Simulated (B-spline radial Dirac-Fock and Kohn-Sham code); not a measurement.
System: technetium as Tc³⁺ in the configuration [Kr] 4d4. Calculated with a radial finite-basis atomic code, using independent-particle photoionisation in a Dirac-Hartree-Slater potential with a Latter tail, all multipoles, thresholds from Dirac-Fock ΔSCF.

Q: Which of the sources Mg Kα (1253.6 eV), Al Kα (taken as 1486.9 eV), Cu Kα (8047.8 eV), Ga Kα (9251.7 eV) can ionise the 2p3/2 level, and how does the cross section change among them?

A: The computed threshold is 2724.5 eV, above Mg Kα, Al Kα; the others can ionise it. Cross sections: Cu Kα 9.40 kb, Ga Kα 6.12 kb. From the first to the last it falls by a factor of 1.5.
